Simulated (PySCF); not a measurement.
## Electronic structure of Sc⁺ (scandium, charge +1) at the UHF level

Configuration: [Ar] 3d1 4s1, high-spin 3D determinant. Computed with PySCF 2.14 in pcseg-2, with the non-relativistic Hamiltonian (point nucleus).

* Total energy: -759.527869 hartree
* One-electron energy: -1035.2613 hartree
* Hartree (Coulomb) energy: 313.6785 hartree
* Exchange energy: -37.9450 hartree
* Kinetic energy: 760.23922 hartree
* ⟨S²⟩: 2.0020
* ⟨L²⟩: 6.023
* Sum of ⟨r⟩: 16.98 bohr
* Sum of ⟨r²⟩: 30.54 bohr²
* Traceless quadrupole moment −½Σ⟨3z² − r²⟩ along its main axis: 0.687 e·bohr²
* Density at the nucleus (Gaussians lack the cusp): 6110 bohr⁻³
* Spin density at the nucleus: 2.58 bohr⁻³
* Langevin diamagnetic susceptibility: -24.2 ×10⁻⁶ cm³/mol
* Time after the integrals: 0.35 s of wall time on 1 thread of Neoverse-V1 (shared host)

```json
{"shell": "1s α", "electrons": "1", "mean orbital energy (eV)": "-4520.1", "spread (eV)": "0", "rms radius, mean of both spins (bohr)": "0.0853"}
{"shell": "1s β", "electrons": "1", "mean orbital energy (eV)": "-4520.0", "spread (eV)": "0", "rms radius, mean of both spins (bohr)": "0.0853"}
{"shell": "2s α", "electrons": "1", "mean orbital energy (eV)": "-525.52", "spread (eV)": "0", "rms radius, mean of both spins (bohr)": "0.374"}
{"shell": "2s β", "electrons": "1", "mean orbital energy (eV)": "-525.00", "spread (eV)": "0", "rms radius, mean of both spins (bohr)": "0.374"}
{"shell": "2p α", "electrons": "3", "mean orbital energy (eV)": "-432.76", "spread (eV)": "0.044", "rms radius, mean of both spins (bohr)": "0.341"}
{"shell": "2p β", "electrons": "3", "mean orbital energy (eV)": "-432.32", "spread (eV)": "0.521", "rms radius, mean of both spins (bohr)": "0.341"}
{"shell": "3s α", "electrons": "1", "mean orbital energy (eV)": "-77.374", "spread (eV)": "0", "rms radius, mean of both spins (bohr)": "1.16"}
{"shell": "3s β", "electrons": "1", "mean orbital energy (eV)": "-75.534", "spread (eV)": "0", "rms radius, mean of both spins (bohr)": "1.16"}
{"shell": "3p α", "electrons": "3", "mean orbital energy (eV)": "-50.559", "spread (eV)": "1.090", "rms radius, mean of both spins (bohr)": "1.27"}
{"shell": "3p β", "electrons": "3", "mean orbital energy (eV)": "-48.529", "spread (eV)": "1.543", "rms radius, mean of both spins (bohr)": "1.27"}
{"shell": "3d α", "electrons": "1", "mean orbital energy (eV)": "-16.496", "spread (eV)": "0", "rms radius, mean of both spins (bohr)": "1.84"}
{"shell": "4s α", "electrons": "1", "mean orbital energy (eV)": "-12.234", "spread (eV)": "0", "rms radius, mean of both spins (bohr)": "3.71"}
```
